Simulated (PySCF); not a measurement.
Interval between two levels of Co by level of theory

Co [Ar] 3d7 4s2 [4F9/2, M_J = 9/2] → Co [Ar] 3d9 [2D5/2, M_J = 5/2], as a difference of total energies. All numbers are calculated (PySCF 2.14, the two-component X2C-1e Hamiltonian, in x2c-TZVPall-2c with one added diffuse shell each of s, p, d type (7s8p5d1f, 63 functions)). Correlated levels: [Ne] frozen; the 6 highest virtual spinors dropped. "Screened" scales the spin-orbit matrix elements by Boettger's factors to mimic the two-electron term; Breit and QED terms are absent.

```
                    method  interval between two levels (cm⁻¹)
           GHF (spin-free)                               60897
          GMP2 (spin-free)                               11306
 GHF (screened spin-orbit)                               61264
GMP2 (screened spin-orbit)                               11664
```

The labels give the starting determinants; with spin-orbit coupling the two ends relaxed to ⟨J²⟩ = 24.76, ⟨L²⟩ = 12.02, ⟨S²⟩ = 3.76 and ⟨J²⟩ = 8.97, ⟨L²⟩ = 6.19, ⟨S²⟩ = 0.78.
